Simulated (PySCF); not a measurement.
# Rotational lines of SnI⁺

Lines J+1 ← J of the vibrational ground state, computed from RHF-CCSD(T) constants of SnI⁺, ¹Σ⁺ (singlet), closed shell (basis Sn cc-pVDZ-PP with ECP28, I cc-pVDZ-PP with ECP28; scalar-relativistic core potentials; PySCF 2.14; masses 119.9022 and 126.9045 u), in MHz:

| J | ν (MHz) |
| --- | --- |
| 5 | 14124.2 |
| 6 | 16478.1 |
| 7 | 18832.1 |
| 8 | 21186.0 |
| 9 | 23539.9 |

**Question.** Find B0 and the effective bond length r0; with αe = 8.95e-05 cm⁻¹, find Re.

**Answer.** ν = 2B0(J+1) − 4D(J+1)³ gives B0 = 0.039261 cm⁻¹. With the reduced mass μred = 61.652 u, r0 = √(16.8576/(μred·B0)) (u, cm⁻¹, Å) = 2.6390 Å. Be = B0 + αe/2 = 0.039306 cm⁻¹ gives Re = 2.638 Å.

Correlated steps freeze 8 core orbitals. Correlated levels converge slowly with the basis: in double zeta they bind strong bonds too weakly, by up to about 1 eV, and carry superposition errors of some tenths. These are scalar-relativistic numbers at best; spin–orbit coupling would shift them, the dissociation energy most. For an ion De counts to the pair picked by the measured ionisation energies or electron affinities, which need not be the lowest pair at this level. Where the molecule has an RHF reference, its open-shell atoms are computed with UHF.
